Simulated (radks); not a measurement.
The numbers below are computed, except where a source is named.
All-electron atom: Ir I in [Xe] 4f14 5d7 6s2. Code: a radial shooting solver on a logarithmic mesh with Libxc functionals. Model: scalar-relativistic Kohn-Sham, LDA (Slater exchange, VWN5 correlation), spin-unpolarised, spherical densities, finite nucleus; Fermi nuclear charge, rms radius 5.4032 fm; hard spherical wall at 4 bohr. Some entries of the table are withheld. Estimate them.

| orbital | occ. | eigenvalue (hartree) | <r^2> (bohr^2) |
|---|---|---|---|
| 1s | 2 | -2794.100 | 0.0004202 |
| 2s | 2 | -488.6647 | 0.006426 |
| 2p | 6 | (1) | 0.005366 |
| 3s | 2 | -114.0945 | 0.04156 |
| 3p | 6 | (2) | 0.04248 |
| 3d | 10 | -74.77237 | 0.03518 |
| 4s | 2 | -24.12201 | 0.2026 |
| 4p | 6 | -17.99013 | 0.2311 |
| 4d | 10 | (3) | 0.2652 |
| 5s | 2 | -3.37903 | 1.077 |
| 4f | 14 | -2.05683 | 0.3521 |
| 5p | 6 | -1.79575 | 1.473 |
| 5d | 7 | -0.06406 | 3.058 |
| 6s | 2 | 0.02607 | 5.599 |
| 6p | 0 | 0.40072 | (4) |
| 5f | 0 | (5) | 6.400 |
| 7s | 0 | (6) | 6.724 |

Answer. 
(1) 2p eigenvalue (hartree): -424.8096
(2) 3p eigenvalue (hartree): -95.41369
(3) 4d eigenvalue (hartree): -10.44650
(4) 6p <r^2> (bohr^2): 6.409
(5) 5f eigenvalue (hartree): 0.99772
(6) 7s eigenvalue (hartree): 1.59472
